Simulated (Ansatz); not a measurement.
Input for Ansatz (a quantum-chemistry and plane-wave program): R-wB97X-V/def2-TZVPP on BH2IO2 (SMILES OB(O)I), a point of a torsion scan. Elements past Kr take the def2 small-core potentials; no spin–orbit coupling.

Ansatz 0.2 input:
```yaml
crystal:
  periodic: [false, false, false]
  atoms:
    - {symbol: O, position_ang: [0.18973085, 1.34486555, -0.05456518]}
    - {symbol: B, position_ang: [0.22154743, 0.02237783, 0.08407626]}
    - {symbol: O, position_ang: [1.36141323, -0.65616730, 0.03704112]}
    - {symbol: I, position_ang: [-1.65551688, -1.05317803, 0.24022983]}
    - {symbol: H, position_ang: [0.19198865, 2.01578721, 0.61586939]}
    - {symbol: H, position_ang: [1.37131405, -1.61292893, 0.01199753]}
basis:
  gaussian:
    orbitals: def2-TZVPP
hamiltonian:
  xc: {name: wB97X-V}
scf: {lower_state_search: off}
```

Program output:

```
WARN ansatz: RAYON_NUM_THREADS=1 ignored (pool sized by the plan → 1); use --threads N
Functional definition: wB97X-V
these checks for a lower state are left out or cut short: stability, starts, cluster_reference, orbital_swaps, neighbouring_geometries, increment
integrals: 0.11 GiB planned
978 factors; their error is unknown
integrals: 0.14 GiB planned
214 factors; integrals over basis functions are off by at most 3.4e-5 eV
mean field: 0.89 GiB planned
mean field evaluation 1: about -12901.6111 eV, gradient 6.0e1 eV
mean field evaluation 2: about -12901.1357 eV, gradient 6.4e1 eV
mean field evaluation 4: about -12907.3265 eV, gradient 1.2e0 eV
mean field evaluation 8: about -12907.3281 eV, gradient 2.7e-2 eV
mean field evaluation 16: about -12907.5172 eV, gradient 1.7e-4 eV
mean field -12907.51715766 eV, -474.3425065147 hartree, gradient 5.6e-6 eV, S^2 0.000000; 0 other end points of the search recorded, 0 dependent functions left out
reference -12907.51715598 eV, -474.3425064530 hartree; 24, 24 occupied and 147, 147 virtual orbitals, 978 factors
Total energy: -12907.51715598 eV, -474.3425064530 hartree
Checks for a lower state left out: stability, starts, cluster_reference, orbital_swaps, neighbouring_geometries, increment
```

The calculation finished and met its thresholds.

Cost: roughly 9 core-seconds.
